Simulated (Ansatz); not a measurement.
`BC(F)[SiH2][SiH3]` and `B[SiH2]C(B)F` differ in one atom or group.

Ansatz, PBE0-D4/def2-TZVP geometries, multiplicity 1. Each molecule was computed in one conformer, which needn't be the lowest.

```csv
property,`BC(F)[SiH2][SiH3]`
HOMO–LUMO gap (PBE0/def2-TZVPP) / eV,6.72
LUMO energy (PBE0/def2-TZVPP) / eV,-1.38
HOMO energy (PBE/def2-TZVPP) / eV,-6.80
size of the dipole moment (ωB97M-V/def2-TZVPP) / D,1.77
size of the dipole moment (B3LYP/def2-TZVPP) / D,1.77
LUMO energy (B3LYP/def2-TZVPP) / eV,-1.57
```

Q: Give the same properties after the change, and the shifts. (An estimate is asked.)

A: The calculation gave: 
```tsv
property	`B[SiH2]C(B)F`	shift
HOMO–LUMO gap (PBE0/def2-TZVPP) / eV	6.47	-0.25
LUMO energy (PBE0/def2-TZVPP) / eV	-1.44	-0.06
HOMO energy (PBE/def2-TZVPP) / eV	-6.81	-0.01
size of the dipole moment (ωB97M-V/def2-TZVPP) / D	1.46	-0.31
size of the dipole moment (B3LYP/def2-TZVPP) / D	1.45	-0.32
LUMO energy (B3LYP/def2-TZVPP) / eV	-1.63	-0.06
```

With PBE0 the HOMO rises by 0.18 eV and the LUMO falls by 0.06 eV, so the gap narrows by about 0.24 eV. PBE moves the HOMO by -0.01 eV and ωB97M-V by 0.20 eV. Dipoles are sizes alone; their direction can turn.

B3LYP here is the variant with VWN-RPA as its local correlation; programs differ in this.
